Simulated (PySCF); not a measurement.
An unknown gives this computed stick spectrum. Level of theory: TDDFT B3LYP/def2-SVPD, vertical, gas phase, core orbitals frozen in the response (PySCF). Geometries: PBE0-D3(BJ)/def2-SVP, one conformer each.

```
state  E (eV)  λ (nm)       f
   S1    7.56   163.9  0.0020
   S2    7.59   163.2   0.012
   S3    8.07   153.7  0.0094
   S4    8.08   153.5   0.025
   S5    8.12   152.6   0.012
   S6    8.22   150.9   0.018
   S7    8.24   150.5   0.017
   S8    8.28   149.8   0.019
   S9    8.29   149.5   0.147
  S10    8.35   148.4   0.022
```

Triplets computed (Tamm–Dancoff): 7.36, 7.39, 7.75, 7.79 eV.

Orbital energies (eV): HOMO-3 -9.53, HOMO-2 -8.99, HOMO-1 -8.18, HOMO -8.12, LUMO 0.39, LUMO+1 0.86, LUMO+2 0.97.

Task: Which candidate is it? All have the formula C3H8Si.
A. `[C@@H]1(C)[SiH2]C1`
B. `C1([SiH3])CC1`
C. `C=CC[SiH3]`

Result: B. Its S1, at 7.56 eV, is the highest among the candidates; the nearest of the others has S1 at 6.38 eV. S1 is HOMO→LUMO (98%). Löwdin shares by element: HOMO carbon 71%, silicon 13% (atoms not listed hold the other 16%); LUMO silicon 32%, carbon 26% (atoms not listed hold the other 43%). At the same level the other candidates give, for their lowest levels:
- `C[C@H]1C[SiH2]1`: 5.93 eV (f 0.004); 6.02 eV (f 0.190); 6.41 eV (f 0.013); 6.59 eV (f 0.041); 6.85 eV (f 0.000); T1 4.75 eV; HOMO -6.45, LUMO 0.09 eV
- `C=CC[SiH3]`: 6.38 eV (f 0.005); 6.65 eV (f 0.401); 7.06 eV (f 0.027); 7.27 eV (f 0.048); 7.33 eV (f 0.010); T1 4.26 eV; HOMO -7.00, LUMO -0.20 eV
